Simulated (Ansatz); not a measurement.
Isolated molecules relaxed with PBE0-D4/def2-TZVP in Ansatz; ΔE leaves out vibrations. CCSD(T)/CBS is the MP2 limit (def2-TZVPP, def2-QZVPP) plus CCSD(T) − MP2 in def2-TZVPP, frozen cores. This one scheme is used for every species. Each species was taken in one conformer, which may not be the lowest.

Consider the cleavage of the Al–Si bond: `N[SiH]([AlH2])[SiH3]` + `O[SiH](O)O` → `O[SiH](O)[O][AlH2]` + `N[SiH2][SiH3]`.

| species | CCSD(T)/CBS(def2) energy (Eh) |
| --- | --- |
| `N[SiH]([AlH2])[SiH3]` | -879.68038 |
| `O[SiH](O)O` | -517.17167 |
| `O[SiH](O)[O][AlH2]` | -759.83312 |
| `N[SiH2][SiH3]` | -637.08297 |

Work out ΔE.

ΔE = (-759.83312) + (-637.08297) − (-879.68038) − (-517.17167) = -0.06404 Eh = -1.74 eV.

Largest T1 diagnostic among the species: 0.013.

From PBE to PBE0 (25 % exact exchange), in def2-TZVPP and without D4, ΔE moves by −0.08 eV. In def2-TZVPP, CCSD(T) changes the Hartree–Fock value by +0.25 eV (the triples alone add +0.04 eV) and MP2 by +0.16 eV.
